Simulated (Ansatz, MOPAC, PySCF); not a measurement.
Positional isomers: trisilane boryl. Gas-phase values, no solvent. One relaxed conformer stands for each flexible species; it need not be the lowest. Strings in code marks are SMILES.

Quantity: vertical ionisation energy (energy after one electron is removed minus that of the parent at the parent's geometry), in eV.

Level 1: frozen-core CCSD(T)/cc-pVTZ // PBE0-D3(BJ)/def2-TZVP (Ansatz, a program for electronic structure)
Level 2: PBE-D3(BJ)/def2-TZVP // PBE0-D3(BJ)/def2-TZVP (PySCF)
Level 3: minus the HOMO energy of PM6 // PBE0-D3(BJ)/def2-TZVP (MOPAC)
Level 4: HF/cc-pVTZ // PBE0-D3(BJ)/def2-TZVP (Ansatz)

| species | level 1 | level 2 | level 3 | level 4 |
|---|---|---|---|---|
| `B[SiH2][SiH2][SiH3]` | 9.50 | 9.15 | 8.43 | 8.69 |
